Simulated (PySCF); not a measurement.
B(OMe)2(iPr), C5H13BO2, SMILES COB(OC)C(C)C at its GFN2-xTB optimised geometry (Å):

```
21

B     -0.1776    -0.5238     0.0000
O      1.1857    -0.5238     0.0000
C      1.9841    -1.6787    -0.0011
H      1.7536    -2.3208    -0.8552
H      3.0241    -1.3548    -0.0656
H      1.8438    -2.2534     0.9187
O     -0.8000     0.6752     0.0000
C     -0.0854     1.8910     0.0006
H      0.5376     1.9721    -0.8930
H     -0.8175     2.6990     0.0161
H      0.5603     1.9587     0.8790
C     -1.1052    -1.8431    -0.0395
C     -1.4518    -2.1923    -1.4943
C     -2.3967    -1.6619     0.7622
H     -0.5665    -2.6990     0.3841
H     -2.0601    -3.0946    -1.5366
H     -2.0107    -1.3773    -1.9475
H     -0.5510    -2.3568    -2.0825
H     -2.1732    -1.4838     1.8113
H     -3.0241    -2.5489     0.6863
H     -2.9494    -0.8071     0.3834
```

Calculation: PBE0/def2-SVP (PySCF 2.14.0). Cells within 0.4 Å of a nucleus heavier than hydrogen are left out (blank, or x).

Map of the Laplacian of the electron density (e/bohr⁵) on the plane z = 1.0 Å:

```
|777777777777777777777777777|
|777777777777777777777777777|
|777777777777777777777777777|
|777777777777777777777777777|
|777777777777777777777777777|
|777777777777777777777777777|
|777777777778888777777777777|
|777777777778889887777777777|
|777777777788981687777777777|
|777777777788984887777777777|
|777777777788998877777777777|
|777777777889988877777777777|
|777777777889988887777777777|
|777777787788888888777777777|
|777778888888888998877777777|
|777788889988888999887777777|
|777789956998888899988777777|
|7777899xx999888888898777777|
|777789539999887890398777777|
|777788289988887886788777777|
|777778888888887788887777777|
|777777887777777777777777777|
|777777777777777777777777777|
|777777777777777777777777777|
|777777777777777777777777777|
|777777777777777777777777777|
|777777777777777777777777777|
```
Scale: ten equal steps from -0.622 (start of '0') to 0.183 (end of '9'), in the order '0123456789'; x runs from -5.50 to 5.50, y from -5.50 (bottom) to 5.50 (top).
